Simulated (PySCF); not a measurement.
iodine monochloride (ClI), singlet, at a GFN2-xTB geometry (core potentials on I); M06L/def2-SVP (PySCF).

The PySCF input:
```python
from pyscf import gto, scf, dft

mol = gto.Mole()
mol.atom = '''
    Cl   -0.000000   -0.000000   -1.746255
    I     0.000000    0.000000    0.560119
'''
mol.basis = 'def2-svp'
mol.ecp = {'I': 'def2-svp'}
mol.charge = 0
mol.spin = 0
mol.verbose = 5
mol.build()

mf = dft.RKS(mol)
mf.xc = 'm06l'
mf.grids.atom_grid = (99, 590)
mf.kernel()
mf.analyze()
```

Q: What does PySCF print? Leave out banner, timings and long lists.

A: 
```
PySCF version 2.14.0

[INPUT] verbose = 5
[INPUT] max_memory = 4000
[INPUT] num. atoms = 2
[INPUT] num. electrons = 42
[INPUT] charge = 0
[INPUT] spin (= nelec alpha-beta = 2S) = 0
[INPUT] symmetry False subgroup None
[INPUT] Mole.unit = angstrom
[INPUT] Symbol           X                Y                Z      unit          X                Y                Z       unit  Magmom
[...]
[INPUT] ---------------- BASIS SET ----------------
[INPUT] l, kappa, [nprim/nctr], expnt,             c_1 c_2 ...
[INPUT] I
[...]
                                23.336842412      -0.14989397324
                                19.583446104      0.36436474913
                                8.5112089186      -0.75538138199
                                2.1996161861      0.82816359356
                                1.0668970454      0.4216104811
[...]
                                1.7625986449      0.35271525193
[...]
                                10.558754576      -0.3837037278
                                1.5015895485      0.83554174719
                                0.64597173095     0.16787259488
[...]
                                15.616239482      -0.0050768108881
                                4.5266002139      0.29151065356
                                2.0529808766      0.51145783605
                                0.87640281623     0.31232025297
[...]
[INPUT] Cl
[...]
                                1571.7365221      0.014754727977
                                357.12065523      0.066679112875
                                100.25185935      0.17228924084
                                30.812727554      0.158837861
[...]
                                5.7045760975      0.60841752753
                                2.3508376809      0.54352153355
[...]
                                72.102015515      -0.063563355471
                                22.532680262      -0.24016428276
                                7.8991765444      -0.47798866557
                                2.8767268321      -0.38515850005
[...]
nuclear repulsion = 97.5125086568787
number of shells = 18
number of NR pGTOs = 97
number of NR cGTOs = 44
basis = def2-svp
ecp = {'I': 'def2-svp'}

******** <class 'pyscf.dft.rks.RKS'> ********
method = RKS
initial guess = minao
damping factor = 0
level_shift factor = 0
DIIS = <class 'pyscf.scf.diis.CDIIS'>
diis_start_cycle = 1
diis_space = 8
diis_damp = 0
SCF conv_tol = 1e-09
SCF conv_tol_grad = None
SCF max_cycles = 50
direct_scf = True
direct_scf_tol = 1e-13
XC library pyscf.dft.libxc version 7.1.2
    S. Lehtola, C. Steigemann, M. J. T. Oliveira, and M. A. L. Marques,  SoftwareX 7, 1–5 (2018)
XC functionals = m06l
    Y. Zhao and D. G. Truhlar,  J. Chem. Phys. 125, 194101 (2006)
    Y. Zhao and D. G. Truhlar,  J. Chem. Phys. 125, 194101 (2006)
    Y. Zhao and D. G. Truhlar,  Theor. Chem. Acc. 120, 215 (2008)
radial grids:
    Treutler-Ahlrichs [JCP 102, 346 (1995); DOI:10.1063/1.469408] (M4) radial grids

becke partition: Becke, JCP 88, 2547 (1988); DOI:10.1063/1.454033
pruning grids: <function nwchem_prune>
grids dens level: 3
symmetrized grids: False
atomic radii adjust function: <function treutler_atomic_radii_adjust>
User specified grid scheme (99, 590)
small_rho_cutoff = 0
Set gradient conv threshold to 3.16228e-05
Initial guess from minao.
Density of valence part of ANO basis will be used as initial guess for I
atom Cl rad-grids = 99, ang-grids = [ 50  50  50  50  50  50  50  50  50  50  50  50  50  50  50  50  50  50
  50  50  50  50  50  50  50  50  50  50  50  86  86  86  86  86  86  86
  86  86  86  86  86  86  86  86  86 434 434 434 434 434 434 434 434 434
 434 434 590 590 590 590 590 590 590 590 590 590 590 590 590 590 590 590
 590 590 590 590 590 590 590 434 434 434 434 434 434 434 434 434 434 434
 434 434 434 434 434 434 434 434 434]
atom I rad-grids = 99, ang-grids = [ 50  50  50  50  50  50  50  50  50  50  50  50  50  50  50  50  50  50
[...]
converged SCF energy = -757.915555049473
Total Energy =                        -757.915555049473369
[...]
1 I 4px          0.00000   0.01624   0.00000   0.00000   0.06805
1 I 4py          0.00044   0.00000  -0.01324   0.00598   0.00000
1 I 4pz         -0.00158  -0.00000   0.00598   0.01324  -0.00000
1 I 5px          0.00000   0.00566   0.00000   0.00000   0.02345
1 I 5py         -0.00007  -0.00000   0.00630  -0.00285  -0.00000
1 I 5pz         -0.00024  -0.00000   0.00285   0.00630  -0.00000
1 I 6px          0.00000  -0.05445   0.00000   0.00000   0.00864
1 I 6py         -0.00895   0.00000   0.06860  -0.03100  -0.00000
1 I 6pz         -0.03242  -0.00000   0.03100   0.06860   0.00000
1 I 7px          0.00000  -0.05410   0.00000   0.00000  -0.28346
1 I 7py         -0.01704   0.00000   0.07246  -0.03274  -0.00000
1 I 7pz         -0.06171  -0.00000   0.03274   0.07246  -0.00000
1 I 4dxy        -0.07629   0.00000   0.01977   0.04375   0.00000
1 I 4dyz         0.00000   0.11733  -0.00000  -0.00000   0.04019
1 I 4dz^2        0.02106  -0.00000  -0.04375   0.01977   0.00000
1 I 4dxz         0.00000  -0.00000  -0.00000   0.00000   0.00000
1 I 4dx2-y2      0.00000  -0.00000   0.00000   0.00000  -0.00000
1 I 5dxy         0.24483   0.00000  -0.10579  -0.23411  -0.00000
1 I 5dyz         0.00000  -0.37816   0.00000   0.00000  -0.43112
1 I 5dz^2       -0.06759   0.00000   0.23411  -0.10579  -0.00000
1 I 5dxz         0.00000  -0.00000  -0.00000   0.00000   0.00000
1 I 5dx2-y2      0.00000   0.00000   0.00000   0.00000   0.00000
               #41       #42       #43       #44
0 Cl 1s          0.00000  -0.00000   0.00136  -0.00004
0 Cl 2s          0.00000  -0.00000   0.01017  -0.00024
0 Cl 3s         -0.00000   0.00000   0.04052   0.00145
0 Cl 4s         -0.00000  -0.00000   0.00433  -0.02833
0 Cl 2px         0.00041  -0.00029   0.00000  -0.00000
0 Cl 2py         0.00029   0.00041  -0.00000   0.00000
0 Cl 2pz        -0.00000  -0.00000  -0.00095  -0.00006
0 Cl 3px        -0.01041   0.00724  -0.00000  -0.00000
0 Cl 3py        -0.00724  -0.01041   0.00000  -0.00000
0 Cl 3pz        -0.00000  -0.00000  -0.02800  -0.00517
0 Cl 4px        -0.01097   0.00763  -0.00000   0.00000
0 Cl 4py        -0.00763  -0.01097   0.00000  -0.00000
0 Cl 4pz         0.00000  -0.00000  -0.03579  -0.01729
0 Cl 3dxy        0.00000   0.00000  -0.00000  -0.00000
0 Cl 3dyz        0.00011   0.00016   0.00000  -0.00000
0 Cl 3dz^2      -0.00000  -0.00000  -0.06700   0.00525
0 Cl 3dxz        0.00016  -0.00011  -0.00000   0.00000
0 Cl 3dx2-y2     0.00000   0.00000   0.00000  -0.00000
1 I 4s          -0.00000  -0.00000   0.00103   0.32738
1 I 5s           0.00000   0.00000   0.00047   0.11482
1 I 6s           0.00000   0.00000   0.00363   0.45581
1 I 7s           0.00000  -0.00000  -0.00220   0.81787
1 I 4px          0.00000   0.00000   0.98643  -0.00086
1 I 4py          0.72028  -0.50093   0.00000  -0.00000
1 I 4pz         -0.50093  -0.72028   0.00000   0.00000
1 I 5px          0.00000  -0.00000  -0.13204  -0.00011
1 I 5py         -0.35709   0.24835  -0.00000  -0.00000
1 I 5pz         -0.24835  -0.35709   0.00000   0.00000
1 I 6px          0.00000   0.00000  -0.02762   0.01876
1 I 6py         -0.10780   0.07497  -0.00000   0.00000
1 I 6pz         -0.07497  -0.10780   0.00000   0.00000
1 I 7px          0.00000   0.00000   0.01271   0.03096
1 I 7py          0.12580  -0.08749   0.00000   0.00000
1 I 7pz          0.08749   0.12580  -0.00000  -0.00000
1 I 4dxy         0.00014   0.00020  -0.00000   0.00000
1 I 4dyz         0.00000   0.00000   0.00027  -0.00011
1 I 4dz^2       -0.00020   0.00014  -0.00000  -0.00000
1 I 4dxz         0.00000  -0.00000  -0.00000   0.00000
1 I 4dx2-y2     -0.00000   0.00000  -0.00000   0.00000
1 I 5dxy        -0.00263  -0.00377   0.00000  -0.00000
1 I 5dyz         0.00000   0.00000   0.01615   0.02237
1 I 5dz^2        0.00377  -0.00263   0.00000  -0.00000
1 I 5dxz         0.00000   0.00000   0.00000  -0.00000
1 I 5dx2-y2     -0.00000  -0.00000  -0.00000  -0.00000
Dipole moment(X, Y, Z, Debye):  0.00000, -0.00000,  1.61113
```
